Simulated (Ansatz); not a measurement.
`SB(Cl)Cl` at its PBE0-D4/def2-TZVP geometry, where that method's forces vanish. Total charge 0; spin multiplicity 1.

```tsv
atom	x (Å)	y (Å)	z (Å)
S1	-0.932	-0.704	0.800
B2	0.384	0.258	0.067
Cl3	1.556	0.975	1.145
Cl4	0.532	0.498	-1.657
H5	-1.539	-1.027	-0.354
```

(1) For each bond, give half the difference of the two atoms' forces along it (eV/Å; positive pushes the atoms apart) under PBE-D4, r2SCAN-D4, B3LYP-D4, ωB97M-V in def2-TZVPP. (An estimate is asked.)

Results:

(1) Computed: 
```tsv
bond	length (Å)	PBE-D4	r2SCAN-D4	B3LYP-D4	ωB97M-V
S1–B2	1.787	0.11	0.05	0.04	0.00
S1–H5	1.343	0.26	0.01	-0.04	-0.11
B2–Cl3	1.746	0.15	0.07	0.13	0.09
B2–Cl4	1.747	0.13	0.07	0.14	0.07
```

B3LYP here is the variant with VWN-RPA as its local correlation; programs differ in this.
